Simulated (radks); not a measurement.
Cs2+, configuration [Kr] 4d8 5s2 5p5 6s2 (not the ground configuration). All-electron calculation, scalar-relativistic Kohn-Sham, r2SCAN, spin-unpolarised, spherical densities, finite nucleus; meta-GGA in the generalised Kohn-Sham scheme; Fermi nuclear charge, rms radius 4.8041 fm. Program: a radial shooting solver on a logarithmic mesh with Libxc functionals. Some entries of the table are withheld. Estimate them.

| orbital | occ. | eigenvalue (eV) | <r> (bohr) | r(max) (bohr) |
|---|---|---|---|---|
| 1s | 2 | -35910.26 | 0.02611 | 0.01678 |
| 2s | 2 | -5695.006 | 0.1121 | 0.09483 |
| 2p | 6 | (1) | 0.09822 | (2) |
| 3s | 2 | (3) | 0.2983 | 0.2720 |
| 3p | 6 | (4) | 0.2964 | 0.2662 |
| 3d | 10 | -764.4696 | 0.2732 | 0.2206 |
| 4s | 2 | -270.5319 | 0.6877 | 0.6394 |
| 4p | 6 | -208.8548 | 0.7280 | 0.6677 |
| 4d | 8 | -118.3639 | 0.8078 | 0.7088 |
| 5s | 2 | -56.8700 | 1.590 | 1.460 |
| 5p | 5 | -40.3786 | 1.793 | 1.618 |
| 6s | 2 | -15.8311 | 3.658 | 3.405 |

Answer. 
(1) 2p eigenvalue (eV): -5110.963
(2) 2p r(max) (bohr): 0.07620
(3) 3s eigenvalue (eV): -1230.574
(4) 3p eigenvalue (eV): -1041.444
